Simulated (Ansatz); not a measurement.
`C[SiH](N)Cl` + CH₃SH → `CS[SiH](N)Cl` + CH₄ at 700 K and 1 bar (ligand exchange at the Si–C bond).

Program: Ansatz. Geometries: PBE0-D4/def2-TZVP. ΔE: electronic, gas phase. CCSD(T)/CBS is the MP2 limit (def2-TZVPP, def2-QZVPP) plus CCSD(T) − MP2 in def2-TZVPP, frozen cores. This one scheme is used for every species. Each species was taken in one conformer, which may not be the lowest.

```
       species  CCSD(T)/CBS energy (Eh)  H − E (kJ/mol)  S (J/(mol·K))
 `C[SiH](N)Cl`               -845.32705           266.9          442.1
         CH₃SH               -438.22835           160.2          309.0
`CS[SiH](N)Cl`              -1243.11728           287.0          505.7
           CH₄                -40.46206           145.9          224.0
```

H − E and S are ideal-gas, rigid-rotor, harmonic terms from PBE0-D4/def2-TZVP, for one conformer and one mirror image of each species. 1 Eh = 2625.50 kJ/mol, R = 8.31446 J/(mol·K).

**Question.** By hand: ΔE, ΔH, ΔS and ΔG.

**Answer.** ΔE = (-1243.11728) + (-40.46206) − (-845.32705) − (-438.22835) = -0.02394 Eh = -62.9 kJ/mol. Δ(H − E) = 287.0 + 145.9 − 266.9 − 160.2 = 5.8, so ΔH = -57.1 kJ/mol. ΔS = 505.7 + 224.0 − 442.1 − 309.0 = -21.4 J/(mol·K). ΔG = -57.1 − 700 × (-21.4)/1000 = -42.1 kJ/mol.

**Question.** By hand: the equilibrium constant, and the temperature at which ΔG would vanish if ΔH and ΔS stayed fixed.

**Answer.** log₁₀ K = −ΔG/(RT ln 10) = 3.1. ΔG = 0 at ΔH/ΔS = 2668 K, far beyond where these terms or the molecules hold.

ΔH outweighs TΔS. A doubt of 5 kJ/mol in ΔE shifts log₁₀ K by 0.4 here. Other conformers and mirror images would add mixing entropy, several J/(mol·K) or more a flexible species. These are equilibria of isolated gas molecules and say nothing of rates. Largest T1 diagnostic: 0.010 (customary marks: 0.02 for closed shells, 0.045 for open ones).
